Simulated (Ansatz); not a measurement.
This geometry of AlFH2 + AsH3 (8 atoms, charge 0, multiplicity 1) is a first-order saddle point.

Level of theory: UKS PBE0-D4/def2-SVP in Ansatz 0.2.0.

```xyz
8
Properties=species:S:1:pos:R:3
Al 0.151 0.021 -0.973
F -1.551 -0.790 -0.759
H 1.182 -1.076 -1.458
H -0.051 1.457 -1.604
H -1.245 -0.577 0.286
As -0.099 0.054 1.674
H 0.334 1.475 1.351
H 1.278 -0.563 1.483
```

Q: Which two structures does it join? (They come from a converged band through this point; their orientation in space is the band's.)

A: Bonds broken: H5–As6. Bonds formed: Al1–As6, F2–H5. AlFH2 + AsH3 becomes AlAsFH5.

Image 0:

```xyz
8
Properties=species:S:1:pos:R:3
Al -0.068 -0.057 -1.297
F -1.460 -0.996 -1.333
H 1.312 -0.827 -1.275
H -0.262 1.488 -1.575
H -1.011 -0.328 0.904
As -0.060 0.257 1.953
H 0.540 1.251 0.959
H 1.009 -0.788 1.663
```

Image 6:

```xyz
8
Properties=species:S:1:pos:R:3
Al 0.263 0.066 -0.973
F -1.612 -0.826 -0.806
H 1.104 -1.123 -1.605
H -0.110 1.393 -1.763
H -1.651 -0.780 0.143
As 0.088 0.139 1.499
H 0.477 1.590 1.688
H 1.442 -0.458 1.816
```

Q: How far does it lie above each of them?

A: 1.00 eV above the first and 0.17 eV above the second. This is the barrier of this one path; another mechanism may lie lower. The orbitals stay closed-shell, which can raise the energy where a bond breaks towards radicals; this wasn't checked here.

Time of the run: 4.1 min on 2 threads of Arm Neoverse V1, with other jobs on the host, peak memory 0.26 GiB.
